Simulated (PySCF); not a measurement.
## Correlation energy of B³⁺ (boron, charge +3)

1s2, closed-shell 1S. Calculation: PySCF 2.14, in ANO-RCC-VTZP (4s3p2d1f, 30 functions); the spin-free X2C one-electron Hamiltonian (Gaussian nucleus). Frozen: nothing; 2 electrons correlated.

With two correlated electrons CCSD is exact within the correlated space (frozen core and kept virtual orbitals).

| level | correlation energy (mhartree) |
| --- | --- |
| CCSD | -22.76 |

Diagnostics: T1 = 0.00058, D1 = 0.0008, largest double amplitude 0.016.

Cost of the coupled-cluster step: roughly 0.07 core-seconds, for 2 correlated electrons.
